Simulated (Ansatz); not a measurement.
Abridged output of a molecular run in Ansatz:

```
Functional definition: HF
852 factors; integrals over basis functions are off by at most 8.9e-4 eV
mean field evaluation 1: about -69043.3421 eV, gradient 4.0e1 eV
mean field evaluation 2: about -69043.3764 eV, gradient 4.0e1 eV
mean field evaluation 4: about -69046.5365 eV, gradient 2.5e0 eV
mean field evaluation 8: about -69046.5607 eV, gradient 3.1e-4 eV
mean field -69046.56070607 eV, -2537.4143045081 hartree, gradient 1.2e-6 eV, S^2 0.000000; 0 other end points of the search recorded, 0 dependent functions left out
16 core orbitals not correlated: weight in the atoms' cores, before any rotation towards them, 1.000 or more for the frozen orbitals, at most 0.000 for the correlated occupied ones
reference -69046.56070607 eV, -2537.4143045081 hartree; 17, 17 occupied and 55, 55 virtual orbitals, 852 factors
second order -18.98746361 eV of doubles, -0.00000000 eV of singles
cycle   1  -18.72610976 eV  change    2.6e-1 eV  update   1.1e-1
cycle   2  -19.20141897 eV  change   -4.8e-1 eV  update   3.1e-2
cycle   3  -19.30475772 eV  change   -1.0e-1 eV  update   1.7e-2
cycle   4  -19.29772919 eV  change    7.0e-3 eV  update   4.0e-3
cycle   5  -19.29396300 eV  change    3.8e-3 eV  update   1.7e-3
cycle   6  -19.29391170 eV  change    5.1e-5 eV  update   5.8e-4
cycle   7  -19.29380280 eV  change    1.1e-4 eV  update   1.9e-4
cycle   8  -19.29380471 eV  change   -1.9e-6 eV  update   7.0e-5
cycle   9  -19.29381837 eV  change   -1.4e-5 eV  update   2.6e-5
perturbative correction -0.46376022 eV, -0.0170428738 hartree
Total energy: -69066.31828466 eV, -2538.1403821292 hartree
```

Its atoms:

```xyz
6

N     0.508   -0.832   -0.411
Ga   -0.336    0.543    0.366
F     0.381    1.294    1.767
Cl   -2.216    1.287   -0.261
H     1.452   -1.078   -0.170
H     0.210   -1.214   -1.291
```

Problem. Which basis set was used?
A. def2-SVP
B. cc-pV(Q+d)Z
C. def2-TZVPPD
D. def2-TZVPP

Solution. A. It gives 88 functions.

Problem. Write the keys of the input that set method, charge and spin (a neutral closed shell needs none for the last two).

Solution. 
```yaml
correlation: {method: ccsd_t}
```
